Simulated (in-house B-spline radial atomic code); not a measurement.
OLYP excitations of Sb IV (Sb3+)

Method: OLYP. Computed with a B-spline radial code for spherical atoms: linear response of the closed shell [Kr] 4d10 5s2 with the functional's adiabatic kernel; scalar-relativistic (spin-free one-electron X2C), finite nucleus, no spin-orbit coupling, no double excitations, S, P, D and F terms only; shells from n = 3 respond. Only terms of natural parity with L up to 3 were computed.

Command:
```bash
python run_td.py task.json out
```
Settings (radii: box in bohr, nucleus in fm):
```
Z                        51
electrons                48
configuration            [Kr] 4d10 5s2
hamiltonian              x2c
method                   optx,lyp
box_radius               23.08
rms_radius               4.6802
intervals                72
```

Run time, properties included: 1.1 s on 1 thread of Intel(R) Xeon(R) 6975P-C (Granite Rapids), with other jobs on the host.

The lowest states, in the order of their Tamm-Dancoff energies; the method's threshold (minus the highest occupied level) is 38.51 eV. Labels give the largest channel, * marks a mixed state, and oscillator strengths are full-response dipole values. Semilocal kernels can invert the small singlet-triplet splittings of Rydberg terms. Energies in eV:

```
     state  full response  Tamm-Dancoff  oscillator strength
5s → 5p 3P          8.386         8.580                    -
5s → 5p 1P         11.924        12.412                 1.61
5s → 5d 3D         21.257        21.306                    -
5s → 5d 1D         22.087        22.115                    -
5s → 6s 3S         22.347        22.360                    -
5s → 6s 1S         22.913        22.966                    -
5s → 6p 3P              ?             ?                    -
5s → 6p 1P              ?             ?                    ?
5s → 4f 3F         26.875        26.935                    -
5s → 4f 1F         27.416        27.433                    -
```

Task: Where does 5s → 6p 3P lie?

Result: At 25.426 eV in full response, 25.447 eV in Tamm-Dancoff.

Task: Where does 5s → 6p 1P lie?

Result: At 25.694 eV in full response, 25.738 eV in Tamm-Dancoff, oscillator strength 0.0211.

Task: How large is the singlet-triplet splitting of 5s → 5p (P terms) in Tamm-Dancoff?

Result: 3.83 eV, from the unrounded values.

Task: What polarisabilities and dispersion coefficient does the method give?

Result: Dipole 10.54 bohr³, quadrupole 30.15 bohr⁵, C6 50.67 hartree·bohr⁶ for two such species.
